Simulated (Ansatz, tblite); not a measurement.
Spin states of Ga₂Te₃, each relaxed with r2SCAN-D4/def2-SVP in Ansatz. Electronic energies in the gas phase.

In the def2 sets Te takes a core potential; there is no spin–orbit coupling. The xTB rows come from tblite. Correlated methods freeze 30 core orbitals; core or outer-core shells of Ga, Te are correlated, in sets that lack core-valence functions. The structure comes from a short search, and lower isomers may exist.

Singlet geometry (Cs within 0.1 Å):

| atom | x (Å) | y (Å) | z (Å) |
| --- | --- | --- | --- |
| Ga1 | 0.4955 | -0.3707 | 0.7093 |
| Ga2 | 0.1905 | 1.2008 | -1.8751 |
| Te3 | 2.4533 | 0.6009 | -0.3833 |
| Te4 | -1.2908 | -1.4611 | 2.0320 |
| Te5 | -1.8486 | 0.0301 | -0.4829 |

Triplet geometry (C2v within 0.1 Å):

| atom | x (Å) | y (Å) | z (Å) |
| --- | --- | --- | --- |
| Ga1 | 0.1413 | 0.3513 | -0.5504 |
| Ga2 | -0.4894 | -1.2178 | 1.9075 |
| Te3 | 0.8134 | -2.0857 | -0.2029 |
| Te4 | 0.6677 | 1.6635 | -2.6063 |
| Te5 | -1.1331 | 1.2887 | 1.4519 |

Quintet geometry (Cs within 0.1 Å):

```xyz
5

Ga   -0.053    1.427   -0.297
Ga    1.152   -1.495   -0.446
Te    1.623    0.225    1.485
Te   -1.946    0.430    1.244
Te   -0.775   -0.587   -1.987
```

⟨S²⟩: triplet 2.01 at PBE0-D4/def2-TZVP (pure 2.00), quintet 6.02 at PBE0-D4/def2-TZVP (pure 6.00).

Run but left out: HF/STO-3G (singlet: restricted singlet, unstable in another Hartree–Fock run and untested here); HF/def2-TZVP (singlet: restricted singlet, unstable towards broken spin symmetry).

Only these spin states were relaxed. The triplet has other bonds than the singlet, so the gap mixes isomer and spin. The quintet has other bonds than the singlet, so the gap mixes isomer and spin.

| level | triplet − singlet (kJ/mol) | quintet − singlet (kJ/mol) | lowest of these | remarks |
| --- | --- | --- | --- | --- |
| GFN1-xTB | 85.8 | 319.7 | singlet | – |
| GFN2-xTB | 94.2 | 303.1 | singlet | – |
| PBE-D4/def2-TZVP | 54.2 | 167.1 | singlet | – |
| r2SCAN-D4/def2-TZVP | 25.9 | 155.0 | singlet | – |
| PBE0-D4/def2-TZVP | 30.6 | 167.3 | singlet | – |
| r2SCAN0-D4/def2-TZVP | 8.9 | 151.4 | singlet | – |
| MP2/def2-TZVP | 47.7 | 223.0 | singlet | restricted SCF unstable (singlet) |

Change of the quintet − singlet gap on mixing in exact exchange, in kJ/mol: PBE to PBE0 (25 % exact exchange) 0.2; r2SCAN to r2SCAN0 (25 % exact exchange) -3.6.

The xTB methods have no term that favours high spin, so they put low spin too low.
